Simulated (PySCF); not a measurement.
## Correlation energy of Zn²⁺ (zinc, charge +2)

[Ar] 3d10, closed-shell 1S. Calculation: PySCF 2.14, in def2-SVP (5s3p2d1f, 31 functions); no relativity, point nucleus. Frozen: [Ar]; 10 electrons correlated.

Total MP2 correlation energy: -245.73 mhartree.

Same-spin part -94.29 and opposite-spin part -151.44 mhartree; SCS-MP2 scales them by 1/3 and 6/5 to -213.16 mhartree.

```tsv
level	correlation energy (mhartree)
CCSD	-227.24
(T)	-5.33
CCSD(T)	-232.57
```

Diagnostics: T1 = 0.0063, D1 = 0.0089, largest double amplitude 0.028.

Cost of the coupled-cluster step: 0.16 s of wall time on 1 thread of Neoverse-N1 (shared host), for 10 correlated electrons.
